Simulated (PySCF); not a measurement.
Task: Write Cartesian coordinates for `C[NH][GeH]([NH2])[NH2]` as optimised with PBE0-D3(BJ)/def2-SVP.

Result: 
```xyz
14
CH9GeN3 angstrom
C     -1.8795   -0.1792   -0.1710
N     -1.0508   -0.1135    1.0035
Ge     0.7603    0.0883    0.9713
N      1.1627    1.4360   -0.2008
N      1.7075   -1.3058    0.2647
H     -2.7286   -0.8735   -0.0361
H     -2.2981    0.7950   -0.4942
H     -1.2924   -0.5643   -1.0201
H     -1.5330    0.1536    1.8532
H      1.1596    0.2417    2.4551
H      0.6915    2.3186   -0.0265
H      2.1555    1.6074   -0.3364
H      1.5824   -2.1969    0.7363
H      1.5615   -1.4363   -0.7330
```

Any rigid rotation of these coordinates is as good. Atoms count from 1 in this order. N2 (nitrogen bonded to C, Ge and H) is almost planar (angles 124.3°, 117.3° and 115.0°, sum 356.6°, 0.15 Å off the plane of its three neighbours). N4 (nitrogen bonded to Ge and 2 H) is pyramidal (angles 115.3°, 115.1° and 109.2°, sum 339.7°, 0.32 Å off the plane of its three neighbours). Ge3 (germanium bonded to 3 N and H) is distorted tetrahedral (angles from 101.5° to 119.0°).

Bonds between heavy atoms (Å): C1–N2 1.439, N2–Ge3 1.823, Ge3–N4 1.831, Ge3–N5 1.828.

Method used: PBE0-D3(BJ)/def2-SVP geometry optimisation, gas phase in PySCF 2.14.0.

Point group: C1 (no symmetry element, even within 0.4 Å). Whether it is a minimum is left open (no frequencies). One conformer, not necessarily the lowest (C1–N2–Ge3–N4 47°, N2–Ge3–N4–H 54° and -177°, N2–Ge3–N5–H -59° and 67°).

The run took 78 s wall on Arm Neoverse V2, one thread, on a shared host, and the process peaked at 0.53 GiB of memory. These figures are those of the optimisation.
